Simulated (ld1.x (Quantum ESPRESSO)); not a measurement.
# In, TM: configuration errors across variants

ld1.x (Quantum ESPRESSO) 7.5 input, shortened:

```
&input
   title='In', zed=49., rel=1, dft='PW91', iswitch=3,
   config='[Kr] 4d10 5s2 5p1 5d-2'
 /
 &inputp
   pseudotype=2, tm=.true., lloc=-1, rcloc=2.90,
   nlcc=.true., new_core_ps=.true.
 /
3
5S  1  0   2.00   0.00  1.90  1.90  0.0
5P  2  1   1.00   0.00  3.10  3.10  0.0
5D  3  2  -2.00   0.45  3.30  3.30  0.0
 &test
   configts(1)='5s2 5p1'
 /
```

All-electron excitation energies from the reference (eV): (1) 5s2 5p0 5.419; (2) 5s1 5p0 24.743; (3) 5s2 5p0.5 1.964; (4) 5s1 5p1 12.041; (5) 5s2 5p1.3 -0.542; (6) 5s1 5p2 5.873; (7) 5s0 5p3 12.010.

The default core radius of the base comes out at 1.93 bohr.

2 further variants failed, have other tests or another functional or relativity, and are left out.

A true bound ghost makes a file unfit for plane-wave use even where its test errors are small: the radial tests pick states by their node count and pass the ghost by.

Errors AE − PS in meV (a dash: test not solved or not reliable):

| change | (1) | (2) | (3) | (4) | (5) | (6) | (7) | bound ghosts |
| --- | --- | --- | --- | --- | --- | --- | --- | --- |
| base | -18 | -229 | -2.9 | -58 | -0.1 | -18 | -66 | none |
| all radii but the core radius scaled by about 1.25 (s 2.36, p 3.86, d 4.12 bohr); local potential all-electron potential smoothed inside 3.62 bohr (lloc = -1) | -28 | -287 | -4.6 | -65 | -0.4 | -11 | -31 | none |
| type ultrasoft; waves now 5s (bound): rcut 1.65, rcutus 1.90 bohr; 5s channel at 4.55 Ry: rcut 1.65, rcutus 1.90 bohr; 5p (bound): rcut 2.70, rcutus 3.10 bohr; 5p channel at 0.25 Ry: rcut 2.70, rcutus 3.10 bohr; 5d channel at 0.45 Ry: rcut 2.85, rcutus 3.30 bohr; 5d channel at 2 Ry: rcut 2.85, rcutus 3.30 bohr; local potential all-electron potential smoothed inside 2.65 bohr (lloc = -2); augmentation built from norm-conserving waves at rcut, not smoothed further | -17 | -226 | -2.9 | -67 | -0.1 | -25 | -98 | none |
| wave 5d channel at 0.45 Ry: rc 3.30 bohr becomes 5d channel at 0.45 Ry: rc 4.28 bohr | -18 | -229 | -2.9 | -58 | -0.1 | -18 | -66 | none |
| core correction Bessel-smoothed model core inside 2.06 bohr | -18 | -228 | -2.9 | -58 | -0.1 | -18 | -65 | none |
| local potential all-electron potential smoothed inside 1.65 bohr (lloc = -1) | -18 | -233 | -2.7 | -50 | 0.0 | -16 | -50 | s |
| wave 5s (bound): rc 1.90 bohr becomes 5s (bound): rc 1.36 bohr | -19 | -229 | -3.1 | -67 | -0.1 | -32 | -139 | s |
| local potential all-electron potential smoothed inside 1.66 bohr (lloc = -1) | -18 | -233 | -2.7 | -50 | 0.0 | -16 | -50 | s |
| wave 5d channel at 0.45 Ry: rc 3.30 bohr becomes 5d channel at 0.53 Ry: rc 3.30 bohr | -18 | -229 | -2.9 | -58 | -0.1 | -18 | -66 | none |

Task: Give the same row for: wave 5p (bound): rc 3.10 bohr becomes 5p (bound): rc 3.80 bohr.

Result: -22, -251, -3.4, -49, -0.1, -8.2, -23; bound ghosts: none.
